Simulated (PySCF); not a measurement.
Isomers C6H8OP2:

A. SMILES COc1cc(C)pcp1
B. `COc1pccc(C)p1`
C. SMILES COc1pcpcc1C

Spectrum 1. ¹H NMR (300 MHz, computed): δ 9.04 (m, 1H), 8.11 (m, 1H), 4.24 (s, 3H), 2.91 (m, 3H). ¹³C{¹H} NMR (computed): δ 244.8 (C), 184.6 (C), 158.9 (CH), 136.4 (CH), 60.3 (CH3), 29.1 (CH3).

Spectrum 2. ¹H NMR (300 MHz, computed): δ 10.65 (m, 1H), 8.09 (m, 1H), 4.26 (s, 3H), 3.01 (m, 3H). ¹³C{¹H} NMR (computed): δ 204.5 (C), 193.8 (CH), 179.2 (C), 131.6 (CH), 60.0 (CH3), 28.9 (CH3).

Spectrum 3. ¹H NMR (300 MHz, computed): δ 10.59 (m, 1H), 9.18 (m, 1H), 4.34 (s, 3H), 2.66 (s, 3H). ¹³C{¹H} NMR (computed): δ 201.9 (C), 190.3 (CH), 164.0 (CH), 139.4 (C), 60.3 (CH3), 26.4 (CH3).

PySCF calculation with geometry: GFN2-xTB and PBE0/pcSseg-1 with gauge-including orbitals; fast rotation and ring inversion assumed for equivalent nuclei, non-relativistic, single conformer, gas phase.

Referencing at the same level of theory: TMS for ¹H (31.72 ppm) and ¹³C (186.93 ppm). Splittings of carbon signals by F and P are missing where no couplings were computed. Where no couplings were computed, multiplicities follow the n + 1 count of equivalent neighbours, and m marks all less simple cases (inequivalent or close neighbours, rings, F or P nearby). Shifts are as computed. Against solution values, carbons near 30 ppm lie about +3 ppm off and those near 130 ppm about +5 ppm. Of 1211 compounds with measured shifts, 218 miss one by over three times the rms of a fit or turn the order of signals round; such compounds aren't used in these exercises.

Q: Match each spectrum to its structure.

A: 1–B, 2–A, 3–C.

- Spectrum 1 (B): 6 ¹³C signals; δC 244.8 is an aromatic carbon bearing oxygen; δC 136.4 is an aromatic CH.
- Spectrum 2 (A): 6 ¹³C signals; δC 204.5 is an aromatic carbon bearing oxygen; δC 131.6 is an aromatic CH.
- Spectrum 3 (C): 6 ¹³C signals; δC 201.9 is an aromatic carbon bearing oxygen; δC 60.3 is a methyl carbon bonded to O.
